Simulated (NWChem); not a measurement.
System: C2H7FOSi; SMILES CC[Si@@H](O)F

The following NWChem deck was run.

```
start job
memory heap 200 mb stack 900 mb global 1100 mb
geometry units angstroms noautosym nocenter noautoz
  C      0.110020     2.305644    -0.040995
  C     -0.723153     1.069821     0.293548
  Si    -0.006554    -0.529227    -0.347330
  O      1.517204    -0.824993     0.225157
  F     -1.006765    -1.721047     0.133448
  H     -0.340117     3.224532     0.365059
  H      1.129720     2.225981     0.367169
  H      0.209887     2.444946    -1.129377
  H     -1.746095     1.162462    -0.112372
  H     -0.852990     0.967319     1.386303
  H      0.105803    -0.589307    -1.824457
  H      1.647400    -0.807094     1.177703
end
basis spherical
  * library 6-31g*
end
dft
  xc hfexch
  iterations 150
  mulliken
end
task dft energy
esp
  recalculate
  probe 0.07
  range 0.3
  factor 1.0
  spacing 0.02
end
task esp
```

Coordinates come from a PBE0/def2-SVP optimisation. Not confirmed as a minimum by frequencies.

Atomic charges in e: unrestrained fits to the electrostatic potential beside Mulliken populations; buried atoms are poorly determined by the fit.

Atoms are numbered as in the input.

Q: What results follow from this input? (Hartree-Fock/6-31G* (spherical d).) Quantities: ESP C1; Mulliken C1; ESP C2; Mulliken C2; ESP Si3; Mulliken Si3; ESP O4; Mulliken O4; ESP F5; Mulliken F5; relative RMS misfit of the potential (%).

A: 
```yaml
ESP C1: 0.05
Mulliken C1: -0.50
ESP C2: -0.27
Mulliken C2: -0.64
ESP Si3: 1.08
Mulliken Si3: 1.38
ESP O4: -0.78
Mulliken O4: -0.89
ESP F5: -0.43
Mulliken F5: -0.54
relative RMS misfit of the potential (%): 21
```
